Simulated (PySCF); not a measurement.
## Unknown compound

The spectra below were simulated for a compound C$_{2}$H$_{15}$NSi$_{4}$.

1H NMR (600 MHz, computed): δ 5.36 (m, 1H), 3.55 (m, 3H), 3.54 (m, 1H), 3.39 (d, 3H), 3.22 (m, 1H), 2.48 (s, 6H).

13C{1H} NMR (computed): δ 43.9.

How the numbers were obtained: GIAO PBE0/pcSseg-1 shieldings, geometry: GFN2-xTB, in PySCF 2.14 (rapidly exchanging positions averaged, a single conformation, no relativistic terms, gas phase).

δ = σ(ref) − σ, references computed at the same level: 1H (σref 31.72), 13C (σref 186.93) against TMS.

Q: What is the structure?

A: 
The formula gives 0 degrees of unsaturation. 1 carbon signal for 2 carbons: some carbons are equivalent by symmetry or fast rotation. Carbon types of the structure: 2 × CH3, leaving 9 H on heteroatoms. δC 43.9: methyl carbon bonded to N; the inductive effect lowers its shielding. δH 5.36: hydrogen on a silicon bonded to N, 2 Si. δH 3.55, 3.39: hydrogen on a silicon bonded to Si. δH 3.54, 3.22: hydrogen on a silicon bonded to 2 Si. δH 2.48: hydrogen on a methyl carbon bonded to N; its carbon carries N, which withdraws density.

These data were computed for `[SiH2]([Si@H](N(C)C)[SiH3])[SiH3]`.

The shifts were computed for this structure.

Shifts are as computed. Against solution values, carbons near 30 ppm lie about +3 ppm off and those near 130 ppm about +5 ppm. Of 1211 compounds with measured shifts, 218 miss one by over three times the rms of a fit or turn the order of signals round; such compounds aren't used in these exercises. No couplings were computed; multiplicities are counted from neighbouring protons, with m where these are inequivalent, close in shift, in a saturated or five-membered ring or joined by F or P, and br s for small geminal =CH2 splittings.
